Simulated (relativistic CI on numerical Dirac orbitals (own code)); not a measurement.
How well does a small relativistic CI reproduce I VI?

Method of calculation: Dirac-Coulomb-Breit CI, separate exchange-only KLI orbitals for each configuration, a model potential for QED, valence Slater integrals scaled by 0.85, P86 correlation energy added to each configuration (own radial code, finite nucleus).

CI space (outside the closed core [Kr]): 4d¹⁰5s², 4d¹⁰5s5p, 4d¹⁰5p², 4d¹⁰5s5d, 4d¹⁰5d², 4d¹⁰5s5f, 4d¹⁰4f², 4d¹⁰5s5g, 4d¹⁰5p5d, 4d¹⁰5s4f, 4d¹⁰4f5p, 4d¹⁰5s6s, 4d¹⁰5s6p, 4d¹⁰5f², 4d⁹5s²4f, 4d¹⁰5p5f, 4d¹⁰5s6d, 4d¹⁰4f5d, 4d¹⁰5s7s, 4d¹⁰5g², 4d¹⁰5p5g, 4d¹⁰5s7p, 4d⁹5s²5p, 4d¹⁰5s6f, 4d¹⁰5s7d, 4d¹⁰5s8s, 4d¹⁰5d5f, 4d¹⁰4f5f, 4d¹⁰5d5g, 4d¹⁰4f5g. Double excitations out of closed p, d and f shells are left out; levels of such configurations are missing from the list, as are those of other unlisted configurations, and high levels can miss mixing partners. These lack a partner that the ground configuration has and come out too high: 4d⁹5s²4f, 4d⁹5s²5p.

```
Configuration  Term (tabulated)  J  Measured (cm⁻¹)  Computed  Error  Purity (%)
      4d¹⁰5s²                1S  0              0.0         0      0          98
     4d¹⁰5s5p               3P°  0          85665.6     81037  -4628         100
     4d¹⁰5s5p               3P°  1          89261.7     84561  -4701          97
     4d¹⁰5s5p               3P°  2          99685.4     94591  -5095         100
     4d¹⁰5s5p               1P°  1         127423.8    122726  -4698          95
      4d¹⁰5p²                3P  0         200084.8    198338  -1747          92
      4d¹⁰5p²                3P  1         208474.5    206198  -2276         100
      4d¹⁰5p²                1D  2         209431.7    205647  -3785          61
      4d¹⁰5p²                3P  2         221983.8    218339  -3645          72
      4d¹⁰5p²                1S  0         245658.5    242789  -2870          89
     4d¹⁰5s5d                3D  1         251816.9    248445  -3372          99
     4d¹⁰5s5d                3D  2         252540.3    249123  -3417          99
     4d¹⁰5s5d                3D  3         253751.8    250243  -3509          99
     4d¹⁰5s5d                1D  2         270094.7    268006  -2089          79
     4d¹⁰5s6s                3S  1         296253.4    291989  -4264         100
     4d¹⁰5s6s                1S  0         302858.0    299577  -3281         100
     4d¹⁰5s6p               3P°  0         335737.6    330882  -4856          99
     4d¹⁰5s6p               3P°  1         336197.2    331637  -4560          88
     4d¹⁰5s6p               3P°  2         340462.4    335454  -5008          98
     4d¹⁰5s6p               1P°  1         341729.0    338743  -2986          89
     4d¹⁰5p5d               3F°  2         347472.0    341187  -6285          81
     4d¹⁰5p5d               3F°  3         353652.0    347178  -6474          92
     4d¹⁰5p5d               1D°  2         356797.0    350867  -5930          57
     4d¹⁰5p5d               3D°  1         361780.0    357064  -4716          69
     4d¹⁰5p5d               3F°  4         362500.0    355389  -7111          98
     4d¹⁰5p5d               3D°  3         371695.0    366580  -5115          92
     4d¹⁰5p5d             3P° †  0         373009.0    366813  -6196          98
     4d¹⁰5p5d             3P° †  1         373131.0    367209  -5922          73
     4d¹⁰5p5d               1F°  3         387975.0    385736  -2239          76
     4d¹⁰5s7s                3S  1         416535.0    411408  -5127         100
     4d¹⁰5s7s                1S  0         418707.0    414180  -4527         100
```

Measured levels from measured levels as listed in Rauch et al., Astron. Astrophys. 606, A105 (2017); pairs were made by configuration, J and term (by order where the table uses no LS term), so strongly mixed levels may be paired wrongly.

Mean error by configuration (cm⁻¹): 4d¹⁰5s5p -4781; 4d¹⁰5p² -2864; 4d¹⁰5s5d -3097; 4d¹⁰5s6s -3772; 4d¹⁰5s6p -4352; 4d¹⁰5p5d -5410; 4d¹⁰5s7s -4827. Over the excited levels the mean absolute error is 4225 cm⁻¹ (30 of the 36 excited levels that our extract of the source holds in range could be paired, and the others can miss by more), and the median relative error of those above 1,000 cm⁻¹ is 1.4 %. † marks terms whose computed intervals miss the measured ones by more than a factor of 2.5, or configurations far off the rest, from wrong mixing, a near crossing or a doubtful label or measurement; they are left out of the means.
